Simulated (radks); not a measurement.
Results of a calculation; reference values are marked as such.
Problem. Gd+, configuration [Xe] 4f7 5d1 6s1. Code: a radial shooting solver on a logarithmic mesh with Libxc functionals. Model: Dirac Kohn-Sham, LDA (Slater exchange, Perdew-Wang correlation), spin-unpolarised, spherical densities, finite nucleus; open shells fill j = l - 1/2 first; Fermi nuclear charge, rms radius 5.1569 fm. Some entries of the table are withheld. Estimate them.

orbital  occ.  eigenvalue (eV)  <r> (bohr)
1s1/2       2        -50001.02     0.02192
2s1/2       2        -8258.026     0.09282
2p1/2       2        -7845.562     0.07749
2p3/2       4        -7150.547     0.08432
3s1/2       2        -1834.742      0.2443
3p1/2       2        -1655.396      0.2338
3p3/2       4        -1512.899      0.2469
3d3/2       4        -1201.727      0.2188
3d5/2       6        -1170.649      0.2229
4s1/2       2        -373.8929      0.5532
4p1/2       2        -304.0673      0.5650
4p3/2       4        -272.1868      0.5948
4d3/2       4        -156.8602      0.6305
4d5/2       6        -151.0981      0.6410
5s1/2       2         -56.0628       1.333
5p1/2       2         -36.7602       1.494
5p3/2       4         -32.3513       1.591
4f5/2       6         -15.4589      0.8599
4f7/2       1         -14.7035      0.8727
6s1/2       1          -9.5098         (1)
5d3/2       1          -8.7722         (2)
5d5/2       0          -8.4600         (3)

Solution. 
(1) 6s1/2 <r> (bohr): 3.628
(2) 5d3/2 <r> (bohr): 2.526
(3) 5d5/2 <r> (bohr): 2.591
